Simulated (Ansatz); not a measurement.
Species: CH4FGe, charge 0, doublet. CH4FGe (SMILES [GeH2]([F])[CH2], doublet).
B3LYP-D3(BJ)/def2-TZVP minimum from Ansatz (a quantum-chemistry and plane-wave program):
```xyz
7

Ge     0.0459     0.3172     0.1219
F      1.2721    -0.9475     0.0851
C     -1.5618    -0.4105    -0.6369
H     -0.1155     0.6744     1.6062
H      0.6265     1.4615    -0.7208
H     -1.7641    -0.3660    -1.6997
H     -2.2955    -0.9298    -0.0331
```
Charge 0, spin multiplicity 2.

Total energies in cc-pVDZ, 19 correlated electrons, 16 frozen orbitals. Radicals and triplets start from unrestricted determinants; spin-orbit coupling is neglected. Correlated methods leave the cores frozen (noble-gas shells, and filled d and f shells in the p block). No relativity.

| method | program | energy (Eh) | minus CCSDT(Q) (mEh) |
|---|---|---|---|
| HF | Ansatz | -2214.96202 | 445.84 |
| MP2 | Ansatz | -2215.36152 | 46.33 |
| CCSD | Ansatz | -2215.39765 | 10.21 |
| CCSD(T) | Ansatz | -2215.40608 | 1.78 |
| CCSDT(Q) | Ansatz | -2215.40785 | 0.00 |

Rough core times of Ansatz's runs on a shared machine: CCSD(T) under 20 s, CCSDT(Q) 9 min.
